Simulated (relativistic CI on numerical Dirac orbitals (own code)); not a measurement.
Computed by Dirac-Coulomb-Breit CI, separate exchange-only KLI orbitals for each configuration, QED by a radiative potential, unscaled Slater integrals (own radial code, finite nucleus).

The strongest absorption lines from the ground level of an ion, among the configurations computed and to levels below about 428 eV (vacuum wavelength in Å, gf): 38.315 (0.14), 44.209 (0.26), 44.368 (0.21), 44.716 (13), 45.121 (8.5), 47.495 (11), 53.064 (0.22), 56.389 (0.11).

Q: Which ion is it?
A. Ta²⁶⁺
B. Au³²⁺
C. Pb³⁵⁺
D. Os²⁹⁺

A: D. Os²⁹⁺ has 47 electrons and the ground level 4s²4p⁶4d¹⁰4f ²F°5/2; the strongest line goes to 4s²4p⁶4d⁹4f² ²F5/2. The pattern of lines fixes the number of electrons, and along that sequence the line energies rise steadily with the charge (about as its square where n changes within one kind of shell, about linearly where n is kept but much faster in heavy ions where fine structure, which grows about as Z⁴, sets the gap, and irregularly where shells cross), which fixes Z. Configurations outside the model, such as inner-shell arrays, can give stronger lines. At this charge energies of transitions that change n are usually good to better than 1 %, and those within a shell (Δn = 0) to a few per cent.

LS names give the leading component of a level, which can be under half, so a name can repeat, a term be missing and a line seem to break the LS rules.
